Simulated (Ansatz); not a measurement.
`FB(F)F` + HBr → `FB(F)Br` + H–F at 700 K and 1 bar (ligand exchange at a B–F bond).

Calculated with Ansatz (gas phase, PBE0-D4/def2-TZVP geometries, no zero-point term in ΔE). CBS: MP2 limit from def2 TZ/QZ plus the TZ coupled-cluster correction, frozen cores. This one scheme is used for every species. For Br outer-core shells are correlated without core-valence functions, which leaves a few kJ/mol of doubt a bond. Scalar relativity is left out up to krypton.

```
  species  CCSD(T)/CBS energy (Eh)  H − E (kJ/mol)  S (J/(mol·K))
 `FB(F)F`               -324.35731            69.5          306.2
      HBr              -2573.91920            36.5          223.7
`FB(F)Br`              -2797.85348            66.7          343.1
      H–F               -100.39570            45.2          198.5
```

H − E and S are ideal-gas, rigid-rotor, harmonic terms from PBE0-D4/def2-TZVP. 1 Eh = 2625.50 kJ/mol, R = 8.31446 J/(mol·K).

**Question.** By hand: ΔE, ΔH, ΔS and ΔG.

**Answer.** ΔE = (-2797.85348) + (-100.39570) − (-324.35731) − (-2573.91920) = 0.02733 Eh = 71.8 kJ/mol. Δ(H − E) = 66.7 + 45.2 − 69.5 − 36.5 = 5.9, so ΔH = 77.7 kJ/mol. ΔS = 343.1 + 198.5 − 306.2 − 223.7 = 11.7 J/(mol·K). ΔG = 77.7 − 700 × (11.7)/1000 = 69.5 kJ/mol.

**Question.** By hand: the equilibrium constant, and the temperature at which ΔG would vanish if ΔH and ΔS stayed fixed.

**Answer.** log₁₀ K = −ΔG/(RT ln 10) = -5.2. ΔG = 0 at ΔH/ΔS = 6641 K, far beyond where these terms or the molecules hold.

The number of gas molecules stays the same, so ΔS is small and ΔH decides. A doubt of 5 kJ/mol in ΔE shifts log₁₀ K by 0.4 here. These are equilibria of isolated gas molecules and say nothing of rates. Largest T1 diagnostic: 0.012 (customary marks: 0.02 for closed shells, 0.045 for open ones).
